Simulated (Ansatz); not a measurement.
Correlation energies of `[CH2]1[Se][SnH2]1` by basis set

```xyz
7

C    -0.100    1.046    0.259
Se   -1.836    0.304   -0.407
Sn    0.294   -0.982   -0.189
H    -0.136    1.338    1.302
H     0.317    1.802   -0.397
H     0.372   -2.121    1.061
H     1.089   -1.387   -1.629
```

Total charge 0; spin multiplicity 1. Correlated methods include outer-core shells of Se, Sn, which these sets cover unevenly. Scalar relativity is left out up to krypton. Sn takes the def2 core potential. The structure was optimised at the PBE0-D4/def2-TZVP level. Frozen core, restricted reference, the Gaussian-basis code of Ansatz.

| basis | HF (Eh) | MP2 corr. |
| --- | --- | --- |
| def2-SVP | -2653.01590 | -0.48963 |
| def2-TZVPP | -2653.37254 | -0.77533 |
| def2-QZVPP | -2653.42351 | -1.30228 |

Task: Estimate the CCSD correlation energy and the (T) correction in each basis where they were run (hartree).

Result: 
| basis | CCSD corr. | (T) |
| --- | --- | --- |
| def2-SVP | -0.51718 | -0.01744 |
| def2-TZVPP | -0.78708 | -0.03089 |
